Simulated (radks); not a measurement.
Question: All-electron atom: neutral molybdenum in [Kr] 4d4.75 5s1.25 (fractional occupations, a model configuration). All-electron calculation, Dirac Kohn-Sham, PW91, spin-unpolarised, spherical densities, point nucleus; open shells fill j = l - 1/2 first. Program: a radial shooting solver on a logarithmic mesh with Libxc functionals. Some entries of the table are withheld. Estimate them.

orbital,occ.,eigenvalue (eV),r(max) (bohr)
1s1/2,2,-19816.48,(1)
2s1/2,2,-2798.721,0.1297
2p1/2,2,(2),0.1009
2p3/2,4,(3),0.1047
3s1/2,2,-476.7863,0.3838
3p1/2,2,(4),0.3710
3p3/2,4,(5),0.3803
3d3/2,4,-223.4785,0.3209
3d5/2,6,-220.1551,0.3236
4s1/2,2,-64.8910,0.9888
4p1/2,2,-40.7213,1.054
4p3/2,4,-38.2238,1.079
5s1/2,1.25,-4.3061,2.921
4d3/2,4,-4.2952,1.371
4d5/2,0.75,-4.0864,1.385

Answer: 
(1) 1s1/2 r(max) (bohr): 0.02287
(2) 2p1/2 eigenvalue (eV): -2574.969
(3) 2p3/2 eigenvalue (eV): -2468.355
(4) 3p1/2 eigenvalue (eV): -391.6345
(5) 3p3/2 eigenvalue (eV): -374.0801
